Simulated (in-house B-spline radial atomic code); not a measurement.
Tc2+ is squeezed into an impenetrable sphere of radius R (the orbitals vanish at R). Method: Dirac-Kohn-Sham LDA VWN5, spherical fractional occupations, Fermi nucleus of rms radius 4.41117 fm. Calculated with a radial B-spline atomic code at the basis-set limit.

Energies in eV above the free ion in [Kr] 4d5:

```
R (bohr)  highest level (eV)  [Kr] 4d5  [Ar] 3d10 4s2 4p5 4d5 4f1  [Kr] 4d4 4f1
    7.46               -22.6  0.001283                      61.93         21.63
    6.04               -22.6   0.02801                       63.4         23.17
    4.68               -22.1    0.4712                      67.08            27
    4.15               -21.4     1.374                      70.22         30.21
    3.46                 -19     5.577                      78.92         38.81
    3.21               -17.2     9.412                      85.11         44.77
    2.44               -3.47     54.26                      141.7         98.57
    2.21                6.39     97.23                      190.2         144.9
    1.87                33.5     245.1                      348.3         297.8
    1.44                 121     891.9                       1006         943.7
```

**Question.** Does [Ar] 3d10 4s2 4p5 4d5 4f1 fall below [Kr] 4d5 under compression?

**Answer.** No, it stays above over the whole range.

**Question.** Does [Kr] 4d4 4f1 fall below [Kr] 4d5 under compression?

**Answer.** No, it stays above over the whole range.

The highest level is first positive in the row R = 2.21 bohr, pushed up by confinement above the zero of the free ion's potential. Each configuration is held fixed and needn't be the lowest in the sphere.
